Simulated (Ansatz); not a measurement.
LaBr3. The state is a singlet with charge 0. Geometry PBE0-D4/def2-SVP; atoms count from 1.

```
atom   x (Å)   y (Å)   z (Å)
 La1  -0.154   0.209   0.174
 Br2  -0.786   1.197  -2.318
 Br3  -1.449  -2.072   1.016
 Br4   2.389   0.667   1.129
```

In the def2 sets La takes a core potential; there is no spin–orbit coupling.

Question: Estimate the Mulliken populations from the PBE0/def2-TZVP orbitals of Ansatz.

Answer: 
| atom | charge (e) | d electrons |
| --- | --- | --- |
| La1 | 1.34 | 1.22 |
| Br2 | -0.45 | – |
| Br3 | -0.45 | – |
| Br4 | -0.45 | – |
Mulliken values depend strongly on the basis.

Question: And the Mayer bond orders between heavy atoms (over 0.3)?

Answer: La1–Br2 0.97 (2.75 Å); La1–Br3 0.97 (2.75 Å); La1–Br4 0.97 (2.75 Å).
